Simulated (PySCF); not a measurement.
PySCF input for C₃H₇NOSi, SMILES C[C@H]1OC=N[SiH2]1, PBE/pcSseg-1. Coordinates come from a B3LYP-D3(BJ)/def2-SVP optimisation. The structure was generated by enumeration; whether it is a known compound was not checked. One conformer was computed; it need not be the lowest.

```python
import numpy as np
from pyscf import gto, scf, dft
from pyscf.prop.nmr import rks as nmr

mol = gto.M(
    atom='''
    C     1.98386230   -0.85375813   -0.03751493
    C     0.73138187   -0.30178678    0.62614425
    O     0.66687549    1.14104073    0.38524260
    C    -0.46321604    1.52177800   -0.25850864
    N    -1.40766542    0.74229016   -0.60089493
    Si   -0.96620810   -0.88622974   -0.08696344
    H     2.09804376   -1.92401862    0.19848645
    H     1.93223303   -0.75309725   -1.13332095
    H     2.88435231   -0.32511620    0.31306701
    H     0.79571550   -0.42151708    1.71981599
    H    -0.45143472    2.60697976   -0.44335291
    H    -1.89925601   -1.45307605    0.92488241
    H    -0.82625505   -1.84469379   -1.21849037
    ''',
    basis='pcSseg-1',
    charge=0,
    spin=0,
    max_memory=1600,
    verbose=3,
)
mf = dft.RKS(mol, xc='pbe')
mf.grids.level = 3
mf.conv_tol = 1e-10
mf.max_cycle = 100
mf.kernel()
n = nmr.NMR(mf)
n.verbose = 2
n.max_cycle_cphf = 60
sigma = n.kernel()
print('atom   isotropic/ppm   span/ppm')
for i, s in enumerate(sigma):
    w = np.linalg.eigvalsh((s + s.T) / 2)
    print(f'{mol.atom_symbol(i):2s}{i + 1:3d} {w.mean():14.3f} {w[2] - w[0]:11.3f}')
```

Program output:

```
converged SCF energy = -537.518831044216
atom   isotropic/ppm   span/ppm
C   1        159.025      32.351
C   2        114.589      92.650
O   3         59.148     237.848
C   4         15.484     142.754
N   5         26.777     336.838
Si  6        335.610     117.121
H   7         30.024      10.226
H   8         30.026       8.914
H   9         29.279      10.495
H  10         27.336       8.340
H  11         24.159       7.951
H  12         26.068       7.882
H  13         26.300       7.019
```

Self-consistency was reached.

Cost: roughly 60 core-seconds.
